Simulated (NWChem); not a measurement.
Species: silicon dioxide molecule (SiO$_{2}$); SMILES O=[Si]=O

```xyz
3

O      0.0000     0.0000    -1.5184
Si     0.0000     0.0000     0.0000
O      0.0000     0.0000     1.5184
```
Atoms are numbered in this order, from 1.

Program: NWChem. Coordinates come from a PBE0/def2-SVP optimisation. Level: PBE0/def2-SVP with SMD (1 M gas to 1 M solution), gas-phase geometry. Reactions with the solvent are ignored.

For solvent water:

```
Property                                     Result
-------------------------------------------  ------
solvation free energy (kcal/mol)               -8.2
cavity-dispersion-structure term (kcal/mol)     0.0
```

Task: Estimate the same quantities for solvent n-hexane.

Result: 
- solvation free energy (kcal/mol) = -3.7
- cavity-dispersion-structure term (kcal/mol) = -1.5
